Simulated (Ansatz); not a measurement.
`CO[SiH2]C#C[SiH](C)OC`, relaxed with RKS PBE-D4/def2-SVP in Ansatz from a rough embedded geometry. The force threshold is 0.03 eV/Å; the program also tests the step.

The species carries charge 0 and has multiplicity 1.

Start:

```xyz
21

C    -2.372    2.162   -2.183
O    -3.215    1.416   -1.377
Si   -2.811   -0.179   -1.073
C    -1.325   -0.400   -0.050
C    -0.238   -0.506    0.537
Si    1.365   -0.654    1.526
C     1.548    0.764    2.692
O     2.648   -0.837    0.522
C     2.736   -1.938   -0.316
H    -1.356    2.309   -1.654
H    -2.737    3.204   -2.288
H    -2.200    1.755   -3.140
H    -3.921   -0.787   -0.321
H    -2.692   -0.851   -2.367
H     1.273   -1.903    2.298
H     2.478    0.676    3.309
H     0.724    0.843    3.403
H     1.653    1.738    2.150
H     1.916   -2.012   -1.052
H     2.809   -2.863    0.279
H     3.716   -1.935   -0.893
```

Task: How much energy does the relaxation release, and in how many steps? (Estimate.)

Result: Computed: 38.27 kJ/mol, in 7 steps.

Task: Which bonds change most? (Best estimate.)

Result: The calculation gave: C1–H12 from 1.054 to 1.115 Å; Si3–H14 from 1.463 to 1.507 Å; Si6–O8 from 1.639 to 1.680 Å; C1–H10 from 1.154 to 1.115 Å.

Task: Give the relaxed structure. (An estimate is asked.)

Result: The calculation gave: 
```xyz
21

C    -2.187    2.164   -2.065
O    -3.127    1.333   -1.408
Si   -2.841   -0.285   -1.076
C    -1.313   -0.481   -0.064
C    -0.285   -0.572    0.621
Si    1.269   -0.709    1.617
C     1.542    0.840    2.627
O     2.581   -0.857    0.579
C     2.696   -1.877   -0.395
H    -1.225    2.231   -1.507
H    -2.616    3.185   -2.140
H    -1.962    1.810   -3.098
H    -4.034   -0.765   -0.312
H    -2.654   -1.083   -2.341
H     1.135   -1.941    2.474
H     2.482    0.760    3.210
H     0.702    0.997    3.332
H     1.614    1.724    1.963
H     1.862   -1.846   -1.134
H     2.711   -2.895    0.061
H     3.649   -1.734   -0.944
```
